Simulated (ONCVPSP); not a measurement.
# platinum: one change to an ONCV potential, before and after

ONCVPSP 4.0.1 input, shortened (lines: element, Z, core and valence counts, functional; n l f; lmax; l rc ep ncon nbas qcut; lloc lpopt rc5 dvloc0; l nproj debl; icmod fcfact rcfact), LDA (Perdew-Wang 92), fully relativistic:

```
  Pt 78.00   10    4  -001012      upf
    1    0    2.00
    2    0    2.00
    2    1    6.00
    3    0    2.00
    3    1    6.00
    3    2   10.00
    4    0    2.00
    4    1    6.00
    4    2   10.00
    4    3   14.00
    5    0    2.00
    5    1    6.00
    5    2    8.00
    6    0    2.00
    2
    0    1.75    0.00    3    8    8.80
    1    1.55    0.00    5    8   11.10
    2    1.95    0.00    5   10    9.60
    4    5    1.40    0.00
    0    2    0.40
    1    2    3.10
    2    2    2.30
    1    0.45    0.00
```

Open shells are filled in proportion to 2j + 1.

All-electron outer shells of the reference configuration (LDA (PZ), scalar-relativistic, ld1.x):

```
shell  level (eV)  outermost node (bohr)  outermost maximum (bohr)
   5s     -104.90                   0.49                      0.87
   4f      -73.31                      –                      0.38
   5p      -58.83                   0.53                      0.98
   5d       -8.25                   0.57                      1.24
   6s       -6.78                   1.14                      2.32
```

Change: all radii but the core radius scaled by about 1.18 (s 2.06, p 1.82, d 2.30 bohr); local potential polynomial inside 1.64 bohr (lpopt 5, dvloc0 0 Ha).

Cutoffs: the cutoffs (Ha) at which the residual kinetic energy of the hardest occupied pseudo-wave falls to 1 and 0.1 mHa per electron; they do not see the model core or the augmentation charge, which bear on the density cutoff. Errors are all-electron minus pseudo energies relative to the spin-unpolarised reference configuration.

**Question.** Predict the effect on cutoff, ghosts and configuration errors.

**Answer.** The potential gets softer (41 Ha and 49 Ha → 35 Ha and 42 Ha); of the 4 tests that both files solve, the error grows in 2 and shrinks in 1 by more than 15 % and 0.3 meV (median size 9.8 → 11.7 meV); neither file shows a bound ghost. A larger radius leaves more room for a smooth pseudo-wave, so fewer plane waves are needed.

| quantity | base | changed |
| --- | --- | --- |
| cutoff, loose | 41 Ha | 35 Ha |
| cutoff, tight | 49 Ha | 42 Ha |
| loose cutoff by channel | s 23 Ha, p 41 Ha, d 20 Ha | s 19 Ha, p 35 Ha, d 18 Ha |
| bound ghosts | none | none |
| GHOST(+) flags under 300 eV | none | none |
| error for 5s2 5p6 5d9 6s1, meV [ΔE -0.96 eV] | -3.9 | -3.2 |
| error for 5s2 5p6 5d9 6s0, meV [ΔE 8.60 eV] | -11 | -11 |
| error for 5s2 5p6 5d8 6s0, meV [ΔE 28.87 eV] | -8.5 | -12 |
| error for 5s1 5p6 5d9 6s1, meV [ΔE 107.78 eV] | -487 | -767 |
| rms error of d²Exc/dni dnj with the model core, mHa | 2.50 | 2.38 |
